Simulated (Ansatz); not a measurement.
Mulliken charges of `[Cl][Ge][Cl]` from B3LYP/def2-TZVPP in Ansatz (PBE0-D4/def2-TZVP geometry).

```
atom   x (Å)   y (Å)   z (Å)  charge (e)
 Cl1  -0.034  -1.705   0.414      -0.292
 Ge2  -0.430   0.039  -0.834       0.585
 Cl3   0.452   1.602   0.407      -0.292
```

Problem. By hand: the dipole of these point charges (1 e Å = 4.8032 D).

Solution. Σ q r = (-0.374, 0.053, -0.728) e Å, of length 0.820 e Å = 3.94 D.

Problem. How does the dipole of the full density compare? (Best estimate.)

Solution. Computed: (-0.195, 0.028, -0.379) e Å, 2.05 D; the point charges give 1.92 times that, at 0° from its direction.

Point charges leave out the atoms' own dipoles, such as those of lone pairs, and Mulliken's split depends on the basis, so the two needn't agree.

B3LYP here is the variant with VWN-RPA as its local correlation; programs differ in this.
